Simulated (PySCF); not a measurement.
HCl3OTi, triplet, at a GFN2-xTB geometry (such geometries of metal compounds can be far from the true shape) (the multiplicity is a formal guess); DF-HF/def2-SVP (PySCF).

Here is a job for PySCF.
```python
from pyscf import gto, scf

mol = gto.M(
    atom='''
Ti   -0.54974885    0.09796153   -0.12187001
Cl    1.41842475    1.26250066   -0.23209330
Cl    0.69149532   -0.35310938    1.74838553
Cl   -0.31145690   -1.58084807   -1.40392371
O    -1.95692250    0.98389176    0.08434367
H    -2.82401938    1.38847767    0.09612609
''',
    basis='def2-svp',
    spin=2,
    verbose=4,
)

mf = scf.UHF(mol)
mf = mf.density_fit(auxbasis='def2-universal-jkfit')
mf.kernel()
mf.analyze()
```

What the program printed (banner, timings and long lists left out):

```
PySCF version 2.14.0

[INPUT] verbose = 4
[INPUT] num. atoms = 6
[INPUT] num. electrons = 82
[INPUT] charge = 0
[INPUT] spin (= nelec alpha-beta = 2S) = 2
[INPUT] symmetry False subgroup None
[INPUT] Mole.unit = angstrom
[INPUT] Symbol           X                Y                Z      unit          X                Y                Z       unit  Magmom
[...]
nuclear repulsion = 544.588396828852
number of shells = 44
number of NR pGTOs = 212
number of NR cGTOs = 104
basis = def2-svp
ecp = {}

******** <class 'pyscf.df.df_jk.DFUHF'> ********
method = DFUHF
initial guess = minao
damping factor = 0
level_shift factor = 0
DIIS = <class 'pyscf.scf.diis.CDIIS'>
diis_start_cycle = 1
diis_space = 8
diis_damp = 0
SCF conv_tol = 1e-09
SCF conv_tol_grad = None
SCF max_cycles = 50
direct_scf = False
number electrons alpha = 42  beta = 40
Set gradient conv threshold to 3.16228e-05
******** <class 'pyscf.df.df.DF'> ********
auxbasis = def2-universal-jkfit
init E= -2301.86660658138

cycle= 1 E= -2301.51076043544  delta_E= 0.356  |g|= 0.65  |ddm|= 2.34
cycle= 2 E= -2301.28708078198  delta_E= 0.224  |g|= 1.16  |ddm|= 1.79
cycle= 3 E= -2301.86823002254  delta_E= -0.581  |g|= 0.141  |ddm|= 0.757
cycle= 4 E= -2301.90190292822  delta_E= -0.0337  |g|= 0.0673  |ddm|= 0.338
cycle= 5 E= -2301.91398645231  delta_E= -0.0121  |g|= 0.0315  |ddm|= 0.254
cycle= 6 E= -2301.91609588907  delta_E= -0.00211  |g|= 0.0206  |ddm|= 0.0873
cycle= 7 E= -2301.91730389721  delta_E= -0.00121  |g|= 0.0165  |ddm|= 0.0599
cycle= 8 E= -2301.91850123344  delta_E= -0.0012  |g|= 0.0136  |ddm|= 0.0637
cycle= 9 E= -2301.92069782956  delta_E= -0.0022  |g|= 0.00743  |ddm|= 0.177
cycle= 10 E= -2301.92096014895  delta_E= -0.000262  |g|= 0.00368  |ddm|= 0.0434
cycle= 11 E= -2301.92108740198  delta_E= -0.000127  |g|= 0.00192  |ddm|= 0.0537
cycle= 12 E= -2301.92109279087  delta_E= -5.39e-06  |g|= 0.000531  |ddm|= 0.00615
cycle= 13 E= -2301.92109336252  delta_E= -5.72e-07  |g|= 0.000281  |ddm|= 0.00339
cycle= 14 E= -2301.92109356447  delta_E= -2.02e-07  |g|= 0.000141  |ddm|= 0.000908
cycle= 15 E= -2301.92109365457  delta_E= -9.01e-08  |g|= 7.44e-05  |ddm|= 0.000637
cycle= 16 E= -2301.9210936894  delta_E= -3.48e-08  |g|= 4.1e-05  |ddm|= 0.000477
cycle= 17 E= -2301.92109369943  delta_E= -1e-08  |g|= 2.25e-05  |ddm|= 0.000263
cycle= 18 E= -2301.92109370209  delta_E= -2.66e-09  |g|= 1.47e-05  |ddm|= 0.000121
cycle= 19 E= -2301.92109370322  delta_E= -1.14e-09  |g|= 1e-05  |ddm|= 8.43e-05
cycle= 20 E= -2301.92109370392  delta_E= -6.99e-10  |g|= 6.48e-06  |ddm|= 6.81e-05
Extra cycle  E= -2301.92109370404  delta_E= -1.23e-10  |g|= 5.38e-06  |ddm|= 1.54e-05
converged SCF energy = -2301.92109370404  <S^2> = 2.0181242  2S+1 = 3.0120585
**** SCF Summaries ****
Total Energy =                       -2301.921093704043415
Nuclear Repulsion Energy =             544.588396828851955
One-electron Energy =                -4258.739689907819411
Two-electron Energy =                 1412.230199374923814
Two-electron Coulomb Energy =         1544.725920747846885
DFT Exchange-Correlation Energy =     -132.495721372923072
**** MO energy ****
                             alpha | beta                alpha | beta
[...]
To work with the spin densities directly, `use mulliken_meta_spin()` only printing them here.

 ** Mulliken spin pop alpha/beta on meta-lowdin orthogonal AOs **
 ** Mulliken Spin Density (per AO)  **
spin_pop of  0 Ti 1s        0.00000
spin_pop of  0 Ti 2s       -0.00000
spin_pop of  0 Ti 3s        0.00008
spin_pop of  0 Ti 4s        0.01559
spin_pop of  0 Ti 5s        0.00047
spin_pop of  0 Ti 2px      -0.00000
spin_pop of  0 Ti 2py      -0.00000
spin_pop of  0 Ti 2pz      -0.00000
spin_pop of  0 Ti 3px      -0.00011
spin_pop of  0 Ti 3py      -0.00007
spin_pop of  0 Ti 3pz      -0.00012
spin_pop of  0 Ti 4px       0.00025
spin_pop of  0 Ti 4py       0.00081
spin_pop of  0 Ti 4pz       0.00127
spin_pop of  0 Ti 3dxy      0.01226
spin_pop of  0 Ti 3dyz      0.52529
spin_pop of  0 Ti 3dz^2     0.05388
spin_pop of  0 Ti 3dxz      0.29545
spin_pop of  0 Ti 3dx2-y2    0.08854
spin_pop of  0 Ti 4dxy      0.00010
spin_pop of  0 Ti 4dyz      0.00252
spin_pop of  0 Ti 4dz^2     0.00022
spin_pop of  0 Ti 4dxz      0.00174
spin_pop of  0 Ti 4dx2-y2    0.00035
spin_pop of  0 Ti 4f-3      0.00012
spin_pop of  0 Ti 4f-2      0.00002
spin_pop of  0 Ti 4f-1      0.00009
spin_pop of  0 Ti 4f+0     -0.00002
spin_pop of  0 Ti 4f+1      0.00020
spin_pop of  0 Ti 4f+2      0.00005
spin_pop of  0 Ti 4f+3     -0.00001
spin_pop of  1 Cl 1s       -0.00000
spin_pop of  1 Cl 2s       -0.00000
spin_pop of  1 Cl 3s        0.00730
spin_pop of  1 Cl 4s       -0.00061
spin_pop of  1 Cl 2px      -0.00000
spin_pop of  1 Cl 2py       0.00000
spin_pop of  1 Cl 2pz       0.00001
spin_pop of  1 Cl 3px      -0.00159
spin_pop of  1 Cl 3py       0.14134
spin_pop of  1 Cl 3pz       0.37404
spin_pop of  1 Cl 4px      -0.00000
spin_pop of  1 Cl 4py      -0.00023
spin_pop of  1 Cl 4pz      -0.00035
spin_pop of  1 Cl 3dxy      0.00020
spin_pop of  1 Cl 3dyz     -0.00106
spin_pop of  1 Cl 3dz^2    -0.00000
spin_pop of  1 Cl 3dxz     -0.00035
spin_pop of  1 Cl 3dx2-y2   -0.00016
spin_pop of  2 Cl 1s       -0.00000
spin_pop of  2 Cl 2s       -0.00000
spin_pop of  2 Cl 3s        0.00730
spin_pop of  2 Cl 4s       -0.00061
spin_pop of  2 Cl 2px       0.00000
spin_pop of  2 Cl 2py       0.00000
spin_pop of  2 Cl 2pz       0.00000
spin_pop of  2 Cl 3px       0.12453
spin_pop of  2 Cl 3py       0.21588
spin_pop of  2 Cl 3pz       0.17339
spin_pop of  2 Cl 4px      -0.00004
spin_pop of  2 Cl 4py      -0.00024
spin_pop of  2 Cl 4pz      -0.00030
spin_pop of  2 Cl 3dxy      0.00006
spin_pop of  2 Cl 3dyz     -0.00101
spin_pop of  2 Cl 3dz^2     0.00015
spin_pop of  2 Cl 3dxz     -0.00024
spin_pop of  2 Cl 3dx2-y2   -0.00034
spin_pop of  3 Cl 1s        0.00000
spin_pop of  3 Cl 2s        0.00000
spin_pop of  3 Cl 3s       -0.00009
spin_pop of  3 Cl 4s        0.00016
spin_pop of  3 Cl 2px      -0.00000
spin_pop of  3 Cl 2py      -0.00000
spin_pop of  3 Cl 2pz      -0.00000
spin_pop of  3 Cl 3px       0.00009
spin_pop of  3 Cl 3py      -0.00510
spin_pop of  3 Cl 3pz      -0.00686
spin_pop of  3 Cl 4px       0.00021
spin_pop of  3 Cl 4py       0.00027
spin_pop of  3 Cl 4pz       0.00010
spin_pop of  3 Cl 3dxy     -0.00009
spin_pop of  3 Cl 3dyz     -0.00001
spin_pop of  3 Cl 3dz^2     0.00008
spin_pop of  3 Cl 3dxz     -0.00001
spin_pop of  3 Cl 3dx2-y2    0.00007
spin_pop of  4 O 1s        0.00000
spin_pop of  4 O 2s       -0.00388
spin_pop of  4 O 3s        0.00015
spin_pop of  4 O 2px      -0.00549
spin_pop of  4 O 2py      -0.00781
spin_pop of  4 O 2pz      -0.00875
spin_pop of  4 O 3px       0.00009
spin_pop of  4 O 3py       0.00047
spin_pop of  4 O 3pz       0.00043
spin_pop of  4 O 3dxy      0.00000
spin_pop of  4 O 3dyz     -0.00000
spin_pop of  4 O 3dz^2     0.00000
spin_pop of  4 O 3dxz      0.00000
spin_pop of  4 O 3dx2-y2    0.00000
spin_pop of  5 H 1s        0.00002
spin_pop of  5 H 2s       -0.00009
spin_pop of  5 H 2px      -0.00000
spin_pop of  5 H 2py      -0.00001
spin_pop of  5 H 2pz      -0.00001
 ** Mulliken Spin Density (per atom)  **
spin density of  0 Ti =      0.99897
spin density of  1 Cl =      0.51854
spin density of  2 Cl =      0.51854
spin density of  3 Cl =     -0.01118
spin density of  4 O =     -0.02478
spin density of  5 H =     -0.00009
 ** Mulliken pop alpha/beta on meta-lowdin orthogonal AOs **
 ** Mulliken pop       alpha | beta **
In total            42.00000 | 40.00000
 ** Mulliken atomic charges   ( Nelec_alpha | Nelec_beta ) **
charge of  0Ti =      1.41074  (    10.79412      9.79514 )
charge of  1Cl =     -0.23781  (     8.87817      8.35964 )
charge of  2Cl =     -0.23781  (     8.87817      8.35964 )
charge of  3Cl =     -0.52134  (     8.75508      8.76626 )
charge of  4O =     -0.76576  (     4.37049      4.39527 )
charge of  5H =      0.35198  (     0.32397      0.32405 )
Dipole moment(X, Y, Z, Debye): -2.71787,  2.09108,  0.70825
```
